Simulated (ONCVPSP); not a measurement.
**Before and after: ONCV potential for potassium**

| Property | Result |
| --- | --- |
| Element | K (Z = 19) |
| Generator | ONCVPSP 4.0.1 |
| Type | optimised norm-conserving Vanderbilt (ONCV) |
| Functional | LDA (Perdew-Wang 92) |
| Relativity | scalar-relativistic |
| Frozen core | [Ne] |
| Valence charge | 9 |
| Reference configuration | 3s2 3p6 4s0.5 4p0.5 |
| Partial waves | 3s+4s: rc 2.35 bohr, ncon 5, nbas 8, qcut 5.7 1/bohr, 2 projectors; 3p+4p: rc 2.70 bohr, ncon 4, nbas 8, qcut 5.1 1/bohr, 2 projectors; d scattering state at 0.02 Ha: rc 2.10 bohr, ncon 5, nbas 8, qcut 4.3 1/bohr, 2 projectors, debl 3 Ha |
| Local potential | polynomial inside 1.95 bohr (lpopt 4, dvloc0 0 Ha) |
| Core correction | Teter function fitted to the true core (icmod 2), fcfact 0.45 |

Change: p: rc 3.82.

Cutoffs: the cutoffs (Ha) at which the residual kinetic energy of the hardest occupied pseudo-wave falls to 1 and 0.1 mHa per electron; they do not see the model core or the augmentation charge, which bear on the density cutoff. Errors are all-electron minus pseudo energies relative to the spin-unpolarised reference configuration.

Task: How do hardness, ghosts and transferability respond?

Result: The potential gets neither clearly harder nor softer (9.6 Ha and 13 Ha → 9.6 Ha and 13 Ha); the s channel sets the loose cutoff, while the largest relative change is in p, which becomes softer; of the 4 tests that both files solve, the error grows in 2 and shrinks in 0 by more than 15 % and 0.3 meV (median size 0.1 → 0.5 meV); neither file shows a bound ghost.

```tsv
quantity	base	changed
cutoff, loose	9.6 Ha	9.6 Ha
cutoff, tight	13 Ha	13 Ha
loose cutoff by channel	s 9.6 Ha, p 8.9 Ha	s 9.6 Ha, p 6.7 Ha
bound ghosts	none	none
GHOST(+) flags under 300 eV	none	none
error for 3s2 3p6 4s1 4p0, meV [ΔE -0.80 eV]	0.0	-0.2
error for 3s2 3p6 4s0 4p0, meV [ΔE 3.60 eV]	-0.1	-0.8
error for 3s2 3p6 4s0.5 4p0, meV [ΔE 0.91 eV]	0.0	0.0
error for 3s1 3p6 4s1 4p0, meV [ΔE 41.03 eV]	-186	-239
s: phases at 2.38 bohr within 0.05 rad from the reference energy up to (Ha; the scan ends near 5)	3.9	3.9
d: phases at 2.13 bohr within 0.05 rad from the reference energy up to (Ha; the scan ends near 5)	to the end of the scan	to the end of the scan
rms error of d²Exc/dni dnj with the model core, mHa	0.60	1.04
```

Base: The cutoffs count occupied waves only; projector 2 of the d channel, the hardest unoccupied one, needs 58 Ha at the loose tolerance. Changed file: The cutoffs count occupied waves only; projector 2 of the d channel, the hardest unoccupied one, needs 58 Ha at the loose tolerance.
